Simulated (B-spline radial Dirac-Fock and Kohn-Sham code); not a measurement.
**Ionisation of each subshell: Cl⁴⁺**

System: chlorine as Cl⁴⁺, configuration [Ne] 3s2 3p1, inside a Watson sphere of charge -4 and radius 1.6 Å (a model of the Madelung potential; inside it an electron's potential energy is raised by 36.0 eV); nuclear rms radius 3.3654 fm (A = 35).

Input file task.json (cfg lists n, l and occupation; rrms is the nuclear radius in fm):

```json
{"items": [{
  "Z": 17,
  "q": 4,
  "cfg": [[1, 0, 2], [2, 0, 2], [2, 1, 6], [3, 0, 2], [3, 1, 1]],
  "A": 35,
  "rrms": 3.3654,
  "watson": [-4, 1.6],
  "do": ["binding"]
}]}
```

Run with: `python xray_run.py task.json out`

These are calculated numbers from a radial finite-basis atomic code; the model is Dirac-Fock ΔSCF + Breit + QED. Electron correlation is not included. Energies are counted from the vacuum level.

All terms are in eV, carry their sign (relaxation lowers the binding energy) and add up to the binding energy; ⟨r⟩ is the mean radius of the orbital in the initial state.

```tsv
subshell	−ε (Koopmans)	relaxation	Gaunt	retardation	QED	binding energy	⟨r⟩ (bohr)
K	2895.5	-24.61	-2.03	0.09	-0.82	2868.2	0.091
L1	318.3	-4.68	-0.10	0.00	-0.07	313.5	0.438
L2	248.5	-5.75	-0.18	0.02	0.01	242.6	0.402
L3	246.7	-5.69	-0.11	0.02	0.01	241.0	0.404
M1	44.01	-0.36	-0.01	0.00	-0.01	43.63	1.365
M2,3	31.03	-0.25	-0.02	0.00	0.00	30.77	1.462
```

For the deepest level, K (1s), the Breit terms make up -0.068 % of the binding energy, QED -0.029 % and orbital relaxation -0.858 %.

Spin-orbit splittings: 2p 1.64 eV.
